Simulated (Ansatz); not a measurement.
A run for Ansatz (a first-principles code): R-PBE/def2-TZVPP on CH5BO (SMILES BOC), a point of a torsion scan.

Ansatz 0.2 input:
```yaml
crystal:
  periodic: [false, false, false]
  atoms:
    - {symbol: B, position_ang: [1.44458291, -0.27118359, 0.24314299]}
    - {symbol: O, position_ang: [0.30392706, 0.33347928, 0.18701238]}
    - {symbol: C, position_ang: [-0.88264143, 1.01183088, 0.06716911]}
    - {symbol: H, position_ang: [1.60752963, -1.30121933, -0.33219837]}
    - {symbol: H, position_ang: [2.33701834, 0.18887932, 0.88373739]}
    - {symbol: H, position_ang: [-0.71694627, 2.09740018, 0.10605891]}
    - {symbol: H, position_ang: [-1.38476748, 0.76208611, -0.87834958]}
    - {symbol: H, position_ang: [-1.54298520, 0.73273332, 0.89491999]}
basis:
  gaussian:
    orbitals: def2-TZVPP
hamiltonian:
  xc: {name: PBE}
scf: {lower_state_search: off}
```

The log:

```
WARN ansatz: RAYON_NUM_THREADS=1 ignored (pool sized by the plan → 1); use --threads N
Functional definition: PBE
these checks for a lower state are left out or cut short: stability, starts, cluster_reference, orbital_swaps, neighbouring_geometries, increment
integrals: 0.05 GiB planned
795 factors; their error is unknown
mean field: 0.49 GiB planned
mean field evaluation 1: about -3830.9250 eV, gradient 5.9e1 eV
mean field evaluation 2: about -3810.5059 eV, gradient 1.2e2 eV
mean field evaluation 4: about -3837.9952 eV, gradient 6.0e0 eV
mean field evaluation 8: about -3838.0551 eV, gradient 4.4e-1 eV
mean field evaluation 16: about -3838.0554 eV, gradient 1.8e-6 eV
mean field -3838.05537438 eV, -141.0459334811 hartree, gradient 1.8e-6 eV, S^2 0.000000; 0 other end points of the search recorded, 0 dependent functions left out
reference -3838.05541534 eV, -141.0459349865 hartree; 12, 12 occupied and 151, 151 virtual orbitals, 795 factors
Total energy: -3838.05541534 eV, -141.0459349865 hartree
Checks for a lower state left out: stability, starts, cluster_reference, orbital_swaps, neighbouring_geometries, increment
```

The calculation finished and met its thresholds.

Cost: very roughly 1.6 core-seconds.
